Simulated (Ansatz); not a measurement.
Correlation energies of C$_{2}$H$_{7}$BFNS by basis set

```xyz
13

B    -1.354   -1.123    0.501
C     0.010   -0.349    0.396
F     0.615    0.119    1.466
S    -2.521    0.406    0.700
N     0.615   -0.033   -0.713
C     1.725    0.880   -0.884
H    -1.380   -1.881    1.434
H    -1.594   -1.617   -0.579
H    -2.296    0.659    1.999
H     0.152   -0.391   -1.535
H     2.415    0.473   -1.623
H     1.366    1.854   -1.223
H     2.247    1.002    0.061
```

Total charge 0; spin multiplicity 1. The bonds changed during the relaxation, so this is another structure than the one it started from. All single points use the PBE0-D4/def2-TZVP geometry. It is one conformer, not always the lowest. Frozen core, restricted reference, Ansatz 0.2.0. CBS rows extrapolate triple and quadruple zeta; past MP2 they add the triple-zeta difference.

| basis | HF (Eh) | MP2 corr. | CCSD corr. | (T) | CCSD(T) total |
| --- | --- | --- | --- | --- | --- |
| def2-TZVPP | ? | ? | -1.13343 | ? | ? |
| def2-QZVPP | -656.04801 | -1.16466 | – | – | – |
| CBS(def2) | -656.05117 | ? | -1.27748 | as TZ | ? |

Question: Fill in the withheld values. (An estimate is asked.)

Answer: Computed: def2-TZVPP HF (Eh): -656.02507; def2-TZVPP MP2 corr.: -1.08191; def2-TZVPP (T): -0.04662; def2-TZVPP CCSD(T) total: -657.20512; CBS(def2) MP2 corr.: -1.22595; CBS(def2) CCSD(T) total: -657.37527.
